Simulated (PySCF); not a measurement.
Work out the structure from these simulated measurements.

Formula: CH3Cl2FSi.

- NMR, other nuclei: isotropic shieldings of nuclei other than C and H, by class: 382 (1 F), 358 (1 Si), 750 (2 Cl) ppm [GIAO PBE0/pcSseg-1]
- 13C NMR: chemical shifts (computed TMS as zero) by class: 71.3 (1 C) ppm [GIAO PBE0/pcSseg-1]
- 1H NMR: chemical shifts (computed TMS as zero) by class: 5.73 (1 H), 4.89 (2 H) ppm [GIAO PBE0/pcSseg-1]
- Rotational structure: rotational constants A, B, C: 3.065, 1.711, 1.165 GHz [GFN2-xTB]
- Dipole: 1.53 D [PBE0/pcSseg-1]

The electronic properties come from PySCF, for the isolated species, density fitting. Levels stand in brackets. The structure is a single GFN2-xTB conformer in the gas phase; no vibrational or solvent corrections. NMR classes are plain means over equivalent atoms (diastereotopic ones count apart unless rotation or inversion swaps them), as if these changed places fast.

Q: Give a SMILES that accounts for the data.

A: Numbering: `[F:1][SiH2:2][CH:3]([Cl:4])[Cl:5]`. Its formula, CH3Cl2FSi, gives 0 degrees of unsaturation, so no ring and no π bond. The one carbon: CHCl2 carbon [C3] (71.3 ppm). Hydrogen classes from least to most shielded: 1 H on a CHCl2 carbon, C3 (5.73 ppm), 2 H on a fluorine-bound silicon, Si2 (4.89 ppm). The other shieldings belong to: 382 ppm, silicon-bound fluorine [F1]; 358 ppm, fluorine-bound silicon [Si2]; 750 ppm, alkyl chlorine [Cl4/Cl5]. The optimised geometry has point group C1 and is an asymmetric top. Structure: `F[SiH2]C(Cl)Cl`. The assignments are read from this structure; whether some other isomer fits the data as well wasn't checked. NMR values of atoms bound to several Cl lack the spin–orbit term that these neighbours bring.

Shape of the structure used: `[F:1][SiH2:2][CH:3]([Cl:4])[Cl:5]`: F1–Si2–C3–Cl4 67°.
